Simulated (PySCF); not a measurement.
Predicted microwave data (PySCF 2.14.0, PBE0-D3(BJ)/def2-SVP geometry optimisation, gas phase) for one isomer of C2H6OSSi:

* Rotational constants: A = 5759, B = 2647, C = 2411 MHz
* Dipole components: |μa| = 2.62 D, |μb| = 0.00 D, |μc| = 2.53 D
* Inertial defect: -69.09 u·Å²
* κ: -0.86

Question: Which structure is it? (One computed conformer of each.)
A. `[O:1]=[S:2]1[CH2:3][SiH2:4][CH2:5]1` with O1–S2–C3–Si4 84°, S2–C3–Si4–C5 21°, C3–Si4–C5–S2 -21°, O1–S2–C5–Si4 -84°
B. `[CH3:1][C:2](=[S:3])[O:4][SiH3:5]` with C1–C2–O4–Si5 -179°
C. `[CH3:1][C:2](=[S:3])[SiH2:4][OH:5]` with C1–C2–Si4–O5 177°, C2–Si4–O5–H 3°
D. `[CH2:1]=[CH:2][S:3][SiH2:4][OH:5]` with C1–C2–S3–Si4 31°, C2–S3–Si4–O5 161°, S3–Si4–O5–H -58°

Answer: A. It is O=S1C[SiH2]C1, an asymmetric top, point group Cs. The candidates at the same level (rigid rotor, commonest isotopes):

| SMILES | A (MHz) | B (MHz) | C (MHz) | μa (D) | μb (D) | μc (D) | Δ (u·Å²) | point group | rotor |
| --- | --- | --- | --- | --- | --- | --- | --- | --- | --- |
| CC(=S)[SiH2]O | 4231 | 2481 | 1610 | 1.47 | 1.95 | 0.03 | -9.14 | near Cs | asymmetric top |
| O=S1C[SiH2]C1 | 5759 | 2647 | 2411 | 2.62 | 0.00 | 2.53 | -69.09 | Cs | asymmetric top |
| CC(=S)O[SiH3] | 4812 | 2373 | 1638 | 0.24 | 1.65 | 0.04 | -9.36 | near Cs | asymmetric top |
| C=CS[SiH2]O | 6734 | 1843 | 1503 | 0.53 | 0.47 | 1.44 | -13.00 | C1 | asymmetric top |

`CC(=S)[SiH2]O` has C 33 % too low; `CC(=S)O[SiH3]` has C 32 % too low; `C=CS[SiH2]O` has C 38 % too low. In the right answer the mirror of this Cs structure is the ac plane, so μb vanishes by symmetry. No structure here is proved a minimum.
